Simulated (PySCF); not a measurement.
Simulation results for BGeH₅NO, CH₅AlGeN, CH₅BClGe

Calculation on a computer-drawn molecule: optimised geometry and harmonic frequencies of an isolated molecule of the commonest isotopes, restricted reference for singlets and unrestricted otherwise, frozen core in MP2; on germanium a core potential holds 10 electrons, which the energies leave out, and 3d is frozen in MP2 and coupled-cluster steps. Program: PySCF 2.14.0.

Common to all runs: method HF; basis and core potential on germanium cc-pVDZ-PP ECP10MDF.

(1) BGeH₅NO

Start structure:
```xyz
9
BGeH5NO
O     -1.8764     1.2000     0.3408
B     -0.7953     0.4835     0.2448
N      0.2448    -0.1814     0.2772
Ge     1.5477    -0.5885     1.7313
H     -2.6040     1.7846     0.3020
H      0.5239    -0.7146    -0.5013
H      2.8305     0.0060     1.0980
H      1.0747     0.2781     2.8852
H      1.4942    -2.0320     1.8137
```

```
charge                                        : 1
multiplicity                                  : 1
basis                                         : cc-pVDZ
rotational constants                          : 22.66, 1.698, 1.618 GHz
total energy                                  : -450.1346 hartree
convergence status largest gradient component : 8.902e-06 hartree/bohr
```

Drawn bonds:
| atom | other atom | order |
| --- | --- | --- |
| 1 | 2 | 1 |
| 2 | 3 | 1 |
| 3 | 4 | 1 |
| 1 | 5 | 1 |
| 3 | 6 | 1 |
| 4 | 7 | 1 |
| 4 | 8 | 1 |
| 4 | 9 | 1 |

Optimised structure:
```xyz
9
BGeH5NO
O     -2.0384     1.0010     0.5184
B     -0.9307     0.4016     0.3639
N      0.1981    -0.2658     0.2721
Ge     1.5852    -0.4937     1.6567
H     -2.1918     1.9143     0.2905
H      0.3706    -0.7454    -0.6006
H      2.8239     0.0798     1.0042
H      1.0188     0.3316     2.7953
H      1.6045    -1.9878     1.8912
```

Modes:
| frequency (cm⁻¹) | reduced mass (dalton) |
| --- | --- |
| 88.02 | 1.232 |
| 120.3 | 6.195 |
| 317.8 | 1.165 |
| 406.6 | 11.89 |
| 461.3 | 2.482 |
| 535.6 | 1.203 |
| 560 | 1.809 |
| 684.7 | 1.193 |
| 720.8 | 1.771 |
| 888.8 | 1.342 |
| 927.3 | 1.098 |
| 940.3 | 1.026 |
| 948.5 | 1.023 |
| 1077 | 2.461 |
| 1253 | 1.66 |
| 2016 | 9.89 |
| 2313 | 1.018 |
| 2329 | 1.018 |
| 2333 | 1.025 |
| 3732 | 1.076 |
| 4057 | 1.069 |

(2) CH₅AlGeN

Start structure:
```xyz
9
CH5AlGeN
N     -2.0201     0.4786     0.6218
Al    -0.3090     0.1740     0.1993
C      1.5375    -0.1982    -0.1003
Ge     2.4617    -1.6625     0.4582
H     -2.5346     1.3708     0.3520
H     -2.7387    -0.1618     0.9984
H      2.1124     0.6416    -0.3481
H      1.8467    -2.9683     0.9940
H      4.0004    -1.7424     0.1935
```

```
charge                                        : 1
multiplicity                                  : 1
basis                                         : cc-pV(D+d)Z
rotational constants                          : 22.71, 1.142, 1.094 GHz
total energy                                  : -630.2811 hartree
convergence status largest gradient component : 2.207e-05 hartree/bohr
```

Drawn bonds:
| atom | other atom | order |
| --- | --- | --- |
| 1 | 2 | 1 |
| 2 | 3 | 1 |
| 3 | 4 | 2 |
| 1 | 5 | 1 |
| 1 | 6 | 1 |
| 3 | 7 | 1 |
| 4 | 8 | 1 |
| 4 | 9 | 1 |

Optimised structure:
```xyz
9
CH5AlGeN
N     -1.9586     0.4252     0.5564
Al    -0.2674     0.1912     0.3532
C      1.5310    -0.1018     0.1461
Ge     2.4016    -1.6572     0.3382
H     -2.6472     0.3514    -0.1733
H     -2.4105     0.6807     1.4183
H      2.1497     0.7523    -0.1227
H      1.6624    -2.9272     0.7110
H      3.8953    -1.7829     0.1417
```

Modes:
| frequency (cm⁻¹) | reduced mass (dalton) |
| --- | --- |
| 87.29 | 4.978 |
| 148.6 | 1.686 |
| 199.1 | 1.374 |
| 232.5 | 7.986 |
| 263.7 | 1.558 |
| 505.7 | 1.454 |
| 510.7 | 1.391 |
| 637.1 | 1.113 |
| 684 | 2.199 |
| 700 | 1.241 |
| 742.2 | 1.066 |
| 899.6 | 3.164 |
| 947.3 | 1.096 |
| 1026 | 2.102 |
| 1163 | 2.333 |
| 1654 | 1.101 |
| 2311 | 1.018 |
| 2331 | 1.023 |
| 3300 | 1.085 |
| 3748 | 1.052 |
| 3828 | 1.094 |

(3) CH₅BClGe

Start structure:
```xyz
9
CH5BClGe
B     -1.7445     0.4084    -0.3270
Ge    -1.9000     0.1563     1.6021
C     -0.3656     0.9274     2.6234
Cl    -1.8336    -1.9772     2.2011
H     -2.0630     1.0502    -1.1299
H     -3.1867     0.6663     2.3293
H      0.5654     0.5963     2.2263
H     -0.3723     2.0116     2.4972
H     -0.4559     0.7434     3.7080
```

```
charge               : 0
multiplicity         : 2
basis                : cc-pV(D+d)Z
rotational constants : ?
```

Drawn bonds:
| atom | other atom | order |
| --- | --- | --- |
| 1 | 2 | 1 |
| 2 | 3 | 1 |
| 2 | 4 | 1 |
| 1 | 5 | 1 |
| 2 | 6 | 1 |
| 3 | 7 | 1 |
| 3 | 8 | 1 |
| 3 | 9 | 1 |

Question: What rotational constants does the calculation give for CH₅BClGe (entry 3)?
Answer: 5.039, 2.795, 2.065 GHz

Further results for CH₅BClGe (entry 3):

```
total energy                                  : -818.3157 hartree
spin squared                                  : 0.7572
convergence status largest gradient component : 1.269e-05 hartree/bohr
```

Optimised structure:
```xyz
9
CH5BClGe
B     -1.8619     0.2857    -0.3553
Ge    -1.8974     0.1250     1.7056
C     -0.3739     0.9607     2.6001
Cl    -1.8215    -2.0017     2.2534
H     -1.9164     1.2405    -1.0721
H     -3.2291     0.6152     2.2808
H      0.5614     0.5526     2.2150
H     -0.3894     2.0397     2.4314
H     -0.4280     0.7650     3.6715
```

Modes:
| frequency (cm⁻¹) | reduced mass (dalton) |
| --- | --- |
| 117.3 | 2.059 |
| 143.5 | 1.036 |
| 171.3 | 3.83 |
| 183.3 | 3.119 |
| 188.6 | 1.842 |
| 402.4 | 33.02 |
| 585.9 | 2.846 |
| 613.3 | 2.201 |
| 636.9 | 2.302 |
| 656.1 | 1.073 |
| 762.3 | 1.062 |
| 873.9 | 1.236 |
| 928 | 1.204 |
| 1377 | 1.221 |
| 1552 | 1.052 |
| 1558 | 1.052 |
| 2222 | 1.02 |
| 2765 | 1.095 |
| 3184 | 1.033 |
| 3278 | 1.103 |
| 3291 | 1.104 |
